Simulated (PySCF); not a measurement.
System: C2H6BO2 (charge 0, doublet). It need not be the lowest isomer of its formula. 
Geometry from a B3LYP-D3(BJ)/def2-TZVP (Ansatz) optimisation:
```xyz
11

C      1.8055    -0.4725     0.6136
C      0.9614    -0.3719    -0.6067
B     -0.4814     0.1392    -0.1726
O     -0.7568     1.4725    -0.2485
O     -1.4593    -0.6894     0.3188
H      2.2667     0.4104     1.0333
H      1.8362    -1.3813     1.1990
H      0.8858    -1.3422    -1.1082
H      1.3852     0.3442    -1.3156
H     -1.6348     1.6889     0.0869
H     -1.2051    -1.6149     0.3639
```
Charge 0, spin multiplicity 2.

Dispersion corrections to the total energy (kcal/mol) from the dftd3 and dftd4 libraries through PySCF: D3(BJ) without and D4 with the three-body term, each with the damping fitted for the functional named.

```csv
functional,D3(BJ),D4
TPSS,-5.39,-5.62
BHLYP,-5.57,-4.58
BLYP,(withheld),-9.29
PW6B95,-2.01,-3.58
HF,(withheld),-15.60
revPBE,-11.15,-14.14
LC-wPBE,-3.92,(withheld)
```

Problem. Fill in the missing entries.

Solution. 
- BLYP, D3(BJ): -9.00
- HF, D3(BJ): -34.12
- LC-wPBE, D4: -4.57
